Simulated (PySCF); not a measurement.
# Reading the logs of faulty runs: F3Si anion

All numbers below are calculated, not measured. They come from PySCF 2.14.0, an open-source quantum chemistry program, on an isolated molecule that a program drew, which may never have been made. The molecule is F3Si anion (charge -1, singlet), drawn as the SMILES string `F[Si-](F)F`.

Each row is a Hartree-Fock (HF) and frozen-core CCSD(T) single point in the aug-cc-pV(D+d)Z basis, meant for a local HF minimum. Run 1 is clean. Each other run has one planted mistake out of seven kinds, and not every kind appears here: one electron removed, one electron added, multiplicity raised by two, geometry at a saddle point, minimal basis STO-3G, one bond length entered in bohr, all coordinates scaled. The reference is restricted for singlets and unrestricted otherwise, and also for a bond in bohr. Adding or removing an electron swaps singlet and doublet. Electrons count all cores. HOMO and LUMO are orbital energies over both spins, the gradient is its largest component, and the lowest frequency (negative if imaginary) is given only where the gradient is small. Bond lengths are over the 3 bonds as drawn. T1 is the CCSD diagnostic: over 0.02 (restricted) or 0.045 (unrestricted) a single reference is doubtful.

Geometry of the clean run:
```xyz
4
F3Si anion, angstrom
F    -1.3343    1.9517   -0.2116
Si   -1.7031    2.5165    1.3160
F    -0.6337    1.5307    2.1364
F    -0.7073    3.8558    1.2590
```

| run | electrons | basis functions | <S^2> | HOMO (eV) | LUMO (eV) | gradient (hartree/bohr) | lowest frequency (cm^-1) | mean bond (Å) | longest bond (Å) | T1 | HF (hartree) | CCSD(T) (hartree) | mistake |
|---|---|---|---|---|---|---|---|---|---|---|---|---|---|
| 1 | 42 | 101 | 0.000 | -3.35 | 5.03 | 1.8e-05 | 291 | 1.6699 | 1.670 | 0.0162 | -587.49858 | -588.24994 | no fault |
| 2 | 42 | 101 | 0.000 | -1.86 | 4.75 | 5.4e-05 | -584 | 1.7558 | 1.756 | 0.0185 | -587.36526 | -588.16146 | geometry at a saddle point |
| 3 | 42 | 101 | 0.000 | -5.97 | 4.17 | 3.4e-02 | - | 2.1651 | 3.156 | 0.0211 | -587.39319 | -588.15738 | one bond length entered in bohr |
| 4 | 42 | 24 | 0.000 | 2.75 | 22.03 | 3.0e-02 | - | 1.6699 | 1.670 | 0.0097 | -579.60195 | -579.67782 | minimal basis STO-3G |
| 5 | 41 | 101 | 0.753 | -13.52 | -1.50 | 1.3e-01 | - | 1.6699 | 1.670 | 0.0181 | -587.41453 | -588.13619 | ? |
| 6 | 42 | 101 | 0.000 | -2.46 | 5.03 | 1.1e-01 | - | 1.5430 | 1.543 | 0.0150 | -587.47054 | -588.20852 | ? |

**Which mistake was planted in run 5, and what did it cost?**

It counts 41 electrons, one fewer than the clean run, at the same geometry and basis. So the mistake is: one electron removed. Subtracting run 1 and multiplying by 627.51 kcal/mol a hartree, the energy moved by 52.7 kcal/mol in HF and 71.4 kcal/mol in CCSD(T).

**Which mistake was planted in run 6, and what did it cost?**

The mean and the longest bond both change by the same factor, 0.924, and the gradient is no longer small. So the mistake is: all coordinates scaled. Subtracting run 1 and multiplying by 627.51 kcal/mol a hartree, the energy moved by 17.6 kcal/mol in HF and 26.0 kcal/mol in CCSD(T).

Cautions from the logs. Run 4: the HOMO is above zero, so the electron isn't bound and the energy depends on the basis.
